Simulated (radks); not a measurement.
Spin polarisation of the 4d4 shell in Nb+. Start: [Kr] 4d(up 2, down 2); electrons of 4d are moved from spin down to spin up, other shells keep equal spins. Method: non-relativistic Kohn-Sham, SCAN, spin-polarised, spherical densities, point nucleus; meta-GGA in the generalised Kohn-Sham scheme; computed with a radial shooting solver on a logarithmic mesh with Libxc functionals.

moment (Bohr magnetons),E - E(0) (eV),e(4d up) (eV),e(4d down) (eV),4p down minus up (eV),4s down minus up (eV),3d down minus up (eV)
0,0.000,-9.277,-9.277,0.000,0.000,0.000
1,-0.204,-9.649,-8.831,0.738,0.657,0.103
2,-0.821,-9.952,-8.297,1.479,1.316,0.205
3,-1.876,-10.185,-7.633,2.227,1.979,0.305

At moment 3 the spin-polarisation energy is -1.876 eV and the 4d exchange splitting 2.553 eV, that is 0.851 eV per Bohr magneton; E = -I m^2/4 would give I = 0.834 eV.
